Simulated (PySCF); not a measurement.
Ga(Br)2(Vi), C2H3Br2Ga, SMILES C=[CH][Ga]([Br])[Br] (PBE0/def2-SVP optimised geometry):

```
8

Ga     0.366    -0.268     0.000
Br     2.649    -0.268     0.000
Br    -0.649    -2.319    -0.002
C     -0.696     1.347     0.000
C     -2.033     1.293    -0.009
H     -0.188     2.319     0.007
H     -2.649     2.201    -0.011
H     -2.576     0.341    -0.016
```

Computed with PBE0/def2-TZVP (PySCF).

Task: What are the frontier orbital energies and the dipole moment?

Result: HOMO-2 -8.54 eV, HOMO-1 -8.44 eV, HOMO -8.35 eV, LUMO -1.97 eV, LUMO+1 -1.02 eV; dipole moment 2.73 D.

On the same geometry PBE/def2-TZVP run with PySCF gives HOMO-2 -7.28 eV, HOMO-1 -7.18 eV, HOMO -7.07 eV, LUMO -2.80 eV, LUMO+1 -1.93 eV; dipole moment 2.65 D.

Meta-Löwdin charges at PBE0/def2-TZVP: Ga1 0.60, Br2 -0.25, Br3 -0.25, C4 -0.32, C5 -0.18, H6 0.14, H7 0.13, H8 0.13.
